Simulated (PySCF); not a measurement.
PySCF input for Al(H)2(SeH) (AlH3Se), SMILES [SeH][AlH2], C-PCM-B3LYP/def2-SVP. Geometry: r2SCAN-D4/def2-TZVP.

```python
import numpy as np
from pyscf import gto, scf, dft
from pyscf.solvent import pcm

mol = gto.M(
    atom='''
    Al    0.00331155   -1.59241809   -0.00000000
    H    -1.39755264   -2.31925706    0.00000000
    H     1.39602379   -2.33690274    0.00000000
    Se   -0.04307433    0.72210087   -0.00000000
    H     1.42300610    0.80616537    0.00000000
    ''',
    basis='def2-SVP',
    charge=0,
    spin=0,
    max_memory=1600,
    verbose=3,
)
mf = dft.RKS(mol, xc='b3lyp').density_fit(auxbasis='def2-universal-jkfit')
mf.grids.level = 3
mf.conv_tol = 1e-9
mf.max_cycle = 100
mf.kernel()
res = {}
for name, eps in {'water': 78.355, 'n-hexane': 1.8819, 'dichloromethane': 8.93}.items():
    s = mf.PCM()
    s.with_solvent.method, s.with_solvent.eps, s.with_solvent.lebedev_order = 'C-PCM', eps, 29
    s.kernel(mf.make_rdm1())
    res[name] = (s.e_tot, eps, s.dip_moment(), s.mo_energy, s.converged)
    print(f'{name}: electrostatic solvation free energy {(s.e_tot - mf.e_tot) * 627.509474:.3f} kcal/mol')
```

It prints:

```
converged SCF energy = -2645.49801893885

WARN: PCM is an experimental feature. It is still in testing.
Features and APIs may be changed in the future.

converged SCF energy = -2645.50449661968
Dipole moment(X, Y, Z, Debye):  0.92649, -0.76348,  0.00000
water: electrostatic solvation free energy -4.065 kcal/mol

WARN: PCM is an experimental feature. It is still in testing.
Features and APIs may be changed in the future.

converged SCF energy = -2645.50085911008
Dipole moment(X, Y, Z, Debye):  0.75029, -0.55608, -0.00000
n-hexane: electrostatic solvation free energy -1.782 kcal/mol

WARN: PCM is an experimental feature. It is still in testing.
Features and APIs may be changed in the future.

converged SCF energy = -2645.5037528424
Dipole moment(X, Y, Z, Debye):  0.88718, -0.71832,  0.00000
dichloromethane: electrostatic solvation free energy -3.598 kcal/mol
```

Self-consistency was reached.
